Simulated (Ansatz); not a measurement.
Computed with Ansatz on PBE0-D4/def2-TZVP structures; ΔE is electronic, products minus reactants. CBS: MP2 limit from def2 TZ/QZ plus the TZ coupled-cluster correction, frozen cores. This one scheme is used for every species. Functionals use def2-TZVPP. B3LYP here is the variant with VWN-RPA as its local correlation; programs differ in this. HSE06 is defined as in plane-wave codes. def2 core potentials past Kr. For In outer-core shells are correlated without core-valence functions, which leaves a few kJ/mol of doubt a bond. Each species was taken in one conformer, which may not be the lowest.

Reaction (hydrogenolysis of a C–O bond): `[SiH3]O[CH]([SiH3])[InH2]` + H₂ → `[SiH3][CH2][InH2]` + silanol

| level | ΔE (kcal/mol) | difference from CCSD(T)/CBS |
| --- | --- | --- |
| LDA (SPW92) | -29.1 | 3.4 |
| PBE-D4 | -30.3 | 2.2 |
| revPBE-D4 | -29.2 | 3.3 |
| BLYP-D4 | -28.9 | 3.6 |
| r2SCAN-D4 | -32.1 | 0.4 |
| B97M-V | -33.5 | -1.0 |
| PBE0-D4 | -33.2 | -0.7 |
| B3LYP-D4 | -31.5 | 1.0 |
| r2SCANh-D4 | -33.0 | -0.5 |
| r2SCAN0-D4 | -34.3 | -1.8 |
| HSE06-D4 | -33.3 | -0.8 |
| BHLYP-D4 | -33.9 | -1.4 |
| CAM-B3LYP-D4 | -33.1 | -0.6 |
| ωB97X-V | -33.0 | -0.5 |
| ωB97M-V | -33.1 | -0.6 |
| B2PLYP | -35.1 | -2.6 |
| PBE-QIDH | -35.7 | -3.2 |
| revPBE | -35.0 | -2.5 |
| BLYP | -34.3 | -1.8 |
| r2SCAN | -32.8 | -0.3 |
| PBE0 | -35.7 | -3.2 |
| B3LYP | -36.0 | -3.5 |
| r2SCANh | -33.8 | -1.3 |
| r2SCAN0 | -35.2 | -2.7 |
| HSE06 | -35.6 | -3.1 |
| BHLYP | -38.0 | -5.5 |
| LC-ωPBE | -36.5 | -4.0 |
| RPA@PBE/def2-TZVPP | -31.9 | 0.6 |
| HF/def2-SVP | -40.6 | -8.1 |
| MP2/def2-SVP | -33.0 | -0.5 |
| CCSD/def2-SVP | -33.4 | -0.9 |
| CCSD(T)/def2-SVP | -31.7 | 0.8 |
| HF/def2-TZVPP | -41.9 | -9.4 |
| MP2/def2-TZVPP | -34.2 | -1.7 |
| CCSD/def2-TZVPP | -35.5 | -3.0 |
| CCSD(T)/def2-TZVPP | -33.6 | -1.1 |
| MP2/def2-QZVPP | -33.6 | -1.1 |
| SCS-MP2/def2-QZVPP | -34.2 | -1.7 |
| MP2/CBS(def2) | -33.2 | -0.7 |
| CCSD/CBS(def2) | -34.4 | -1.9 |
| CCSD(T)/CBS | -32.5 | 0 |

Largest T1 diagnostic among the species: 0.014.

From PBE to PBE0 (25 % exact exchange), in def2-TZVPP and without D4, ΔE moves by −2.6 kcal/mol. Leaving LDA and LC-ωPBE aside and taking each functional with its dispersion term where it has one, the values spread over 6.8 kcal/mol, from PBE-QIDH to BLYP-D4. LDA lies +4.0 kcal/mol from PBE without D4.
